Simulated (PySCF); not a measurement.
PySCF job for HfH4, SMILES [HfH4], multiplicity 1, TDA-ωB97X/def2-TZVPD. Geometry: B3LYP-D3(BJ)/def2-TZVPD. The spin state was assumed, not searched. The def2 effective core potentials stand for the cores of Hf; spin–orbit coupling is left out.

```python
import numpy as np
from pyscf import gto, scf, dft, tdscf

mol = gto.M(
    atom='''
    Hf    0.00000000    0.00000000    0.00000000
    H     1.06828139    1.06828139    1.06828139
    H    -1.06828139    1.06828139   -1.06828139
    H    -1.06828139   -1.06828139    1.06828139
    H     1.06828139   -1.06828139   -1.06828139
    ''',
    basis='def2-TZVPD',
    ecp={'Hf': 'def2-tzvp'},
    charge=0,
    spin=0,
    symmetry=True,
    max_memory=1600,
    verbose=4,
)
mf = dft.RKS(mol, xc='wb97x').density_fit(auxbasis='def2-universal-jkfit')
mf.grids.level = 3
mf.conv_tol = 1e-9
mf.max_cycle = 100
mf.kernel()
mf.grids = dft.Grids(mol).set(level=1).build(with_non0tab=True)  # coarser grid for the response kernel
td = tdscf.TDA(mf)
td.singlet = True
td.nstates = 10
td.conv_tol = 1e-4
td.positive_eig_threshold = 1e-6
td.kernel(x0=td.get_init_guess(mf, 15))
td.analyze()
tt = tdscf.TDA(mf)
tt.singlet = False
tt.nstates = 4
tt.conv_tol = 1e-4
tt.positive_eig_threshold = 1e-6
tt.kernel(x0=tt.get_init_guess(mf, 9))
tt.analyze(verbose=3)
```

Output:

```
PySCF version 2.14.0

[INPUT] verbose = 4
[INPUT] num. atoms = 5
[INPUT] num. electrons = 16
[INPUT] charge = 0
[INPUT] spin (= nelec alpha-beta = 2S) = 0
[INPUT] symmetry True subgroup None
[INPUT] Mole.unit = angstrom
[INPUT] Symbol           X                Y                Z      unit          X                Y                Z       unit  Magmom
[INPUT]  1 Hf     0.000000000000   0.000000000000   0.000000000000 AA    0.000000000000   0.000000000000   0.000000000000 Bohr   0.0
[INPUT]  2 H      1.068281390000   1.068281390000   1.068281390000 AA    2.018759251070   2.018759251070   2.018759251070 Bohr   0.0
[INPUT]  3 H     -1.068281390000   1.068281390000  -1.068281390000 AA   -2.018759251070   2.018759251070  -2.018759251070 Bohr   0.0
[INPUT]  4 H     -1.068281390000  -1.068281390000   1.068281390000 AA   -2.018759251070  -2.018759251070   2.018759251070 Bohr   0.0
[INPUT]  5 H      1.068281390000  -1.068281390000  -1.068281390000 AA    2.018759251070  -2.018759251070  -2.018759251070 Bohr   0.0

nuclear repulsion = 14.7784503025081
point group symmetry = Td, use subgroup D2
symmetry origin: [0. 0. 0.]
symmetry axis x: [ 1.00000000e+00 -9.61481343e-17 -2.88444403e-16]
symmetry axis y: [ 9.61481343e-17  1.00000000e+00 -9.61481343e-17]
symmetry axis z: [2.88444403e-16 9.61481343e-17 1.00000000e+00]
num. orbitals of irrep A = 22
num. orbitals of irrep B1 = 19
num. orbitals of irrep B2 = 19
num. orbitals of irrep B3 = 19
number of shells = 35
number of NR pGTOs = 109
number of NR cGTOs = 79
basis = def2-TZVPD
ecp = {'Hf': 'def2-tzvp'}


[settings echo left out]
init E= -31.250287827417
HOMO (B3) = -0.463518939416607  LUMO (A) = -0.235479777834404  gap/eV = 6.20526
cycle= 1 E= -50.3318412209638  delta_E= -19.1  |g|= 0.34  |ddm|= 5.37
HOMO (B3) = -0.382303806850759  LUMO (B1) = 0.0216953505160438  gap/eV = 10.99338
cycle= 2 E= -50.3467288621014  delta_E= -0.0149  |g|= 0.0426  |ddm|= 0.734
HOMO (B3) = -0.404542721310504  LUMO (A) = -0.000550074472768164  gap/eV = 10.99320
cycle= 3 E= -50.3474779078545  delta_E= -0.000749  |g|= 0.0162  |ddm|= 0.0906
HOMO (B2) = -0.402948616142536  LUMO (A) = 0.00458108373683817  gap/eV = 11.08945
cycle= 4 E= -50.3475842467567  delta_E= -0.000106  |g|= 0.00434  |ddm|= 0.0472
HOMO (B3) = -0.403850011427384  LUMO (A) = 0.00299310527702342  gap/eV = 11.07077
cycle= 5 E= -50.3475946676115  delta_E= -1.04e-05  |g|= 0.000228  |ddm|= 0.0119
HOMO (B3) = -0.403845706837227  LUMO (A) = 0.00300296699783216  gap/eV = 11.07092
cycle= 6 E= -50.3475947227481  delta_E= -5.51e-08  |g|= 4.74e-05  |ddm|= 0.00145
HOMO (B3) = -0.40385566210793  LUMO (A) = 0.00298511913771306  gap/eV = 11.07070
cycle= 7 E= -50.3475947253684  delta_E= -2.62e-09  |g|= 7.79e-06  |ddm|= 0.000253
HOMO (B2) = -0.403856600076603  LUMO (A) = 0.00298388244071005  gap/eV = 11.07069
cycle= 8 E= -50.3475947254533  delta_E= -8.49e-11  |g|= 1.12e-06  |ddm|= 3.54e-05
HOMO (B2) = -0.403856665786761  LUMO (A) = 0.00298354787923128  gap/eV = 11.07069
Extra cycle  E= -50.3475947254494  delta_E= 3.96e-12  |g|= 3.76e-07  |ddm|= 4.09e-06
converged SCF energy = -50.3475947254494
tot grids = 18728
Overwritten attributes  positive_eig_threshold  of <class 'pyscf.tdscf.rks.TDA'>


******** <class 'pyscf.tdscf.rks.TDA'> for <class 'pyscf.df.df_jk.DFSymAdaptedRKS'> ********
nstates = 10 singlet
deg_eia_thresh = 1.000e-03
wfnsym = None
conv_tol = 0.0001
eigh lindep = 1e-12
eigh level_shift = 0
eigh max_cycle = 100


Excitation energies (eV)
[4.63901365 4.63901365 4.63901365 4.96875742 4.96875742 4.96875742
 5.51055673 5.51055673 5.51055673 5.71307655]

** Singlet excitation energies and oscillator strengths **
Excited State   1:   B3      4.63901 eV    267.26 nm  f=0.0000
       6 -> 12        0.14802
       7 -> 11       -0.14802
       8 -> 9        -0.60639
       8 -> 10       -0.28403
Excited State   2:   B2      4.63901 eV    267.26 nm  f=0.0000
       6 -> 13        0.14802
       7 -> 9        -0.54917
       7 -> 10        0.38313
       8 -> 11       -0.14802
Excited State   3:   B1      4.63901 eV    267.26 nm  f=0.0000
       6 -> 10       -0.66716
       7 -> 13       -0.14802
       8 -> 12        0.14802
Excited State   4:   B1      4.96876 eV    249.53 nm  f=0.0159
       6 -> 9         0.67433
       7 -> 13       -0.12854
       8 -> 12       -0.12854
Excited State   5:   B3      4.96876 eV    249.53 nm  f=0.0159
       6 -> 12        0.12854
       7 -> 11        0.12854
       8 -> 9         0.28708
       8 -> 10       -0.61290
Excited State   6:   B2      4.96876 eV    249.53 nm  f=0.0159
       6 -> 13       -0.12854
       7 -> 9        -0.38725
       7 -> 10       -0.55507
       8 -> 11       -0.12854
Excited State   7:   B3      5.51056 eV    224.99 nm  f=0.0000
       6 -> 12       -0.46128
       6 -> 16       -0.11197
       7 -> 11        0.46128
       7 -> 15        0.11197
       8 -> 9        -0.19116
Excited State   8:   B2      5.51056 eV    224.99 nm  f=0.0000
       6 -> 13        0.46128
       6 -> 17        0.11197
       7 -> 9         0.17312
       7 -> 10       -0.12078
       8 -> 11       -0.46128
       8 -> 15       -0.11197
Excited State   9:   B1      5.51056 eV    224.99 nm  f=0.0000
       6 -> 10       -0.21032
       7 -> 13        0.46128
       7 -> 17        0.11197
       8 -> 12       -0.46128
       8 -> 16       -0.11197
Excited State  10:    A      5.71308 eV    217.02 nm  f=0.0000
       6 -> 11        0.36670
       7 -> 12       -0.55092
       7 -> 16       -0.12479
       8 -> 13        0.18423

** Transition electric dipole moments (AU) **
state          X           Y           Z        Dip. S.      Osc.
  1         0.0000      0.0000     -0.0000      0.0000      0.0000
  2         0.0000      0.0000      0.0000      0.0000      0.0000
  3         0.0000      0.0000     -0.0000      0.0000      0.0000
  4         0.0000      0.0000      0.3613      0.1306      0.0159
  5        -0.3613     -0.0000     -0.0000      0.1306      0.0159
  6        -0.0000      0.3613      0.0000      0.1306      0.0159
  7         0.0000     -0.0000      0.0000      0.0000      0.0000
  8         0.0000     -0.0000     -0.0000      0.0000      0.0000
  9         0.0000     -0.0000      0.0000      0.0000      0.0000
 10         0.0000     -0.0000      0.0000      0.0000      0.0000

WARN: ECP detected. Skipping calculation of transition velocity and magnetic dipole moments, which have not yet been implemented.



******** <class 'pyscf.tdscf.rks.TDA'> for <class 'pyscf.df.df_jk.DFSymAdaptedRKS'> ********
nstates = 4 triplet
deg_eia_thresh = 1.000e-03
wfnsym = None
conv_tol = 0.0001
eigh lindep = 1e-12
eigh level_shift = 0
eigh max_cycle = 100


Excitation energies (eV)
[4.32121772 4.32121772 4.32121772 4.44921629]

** Triplet excitation energies and oscillator strengths **
Excited State   1:   B3      4.32122 eV    286.92 nm  f=0.0000
Excited State   2:   B1      4.32122 eV    286.92 nm  f=0.0000
Excited State   3:   B2      4.32122 eV    286.92 nm  f=0.0000
Excited State   4:   B1      4.44922 eV    278.67 nm  f=0.0000
```

Self-consistency was reached.
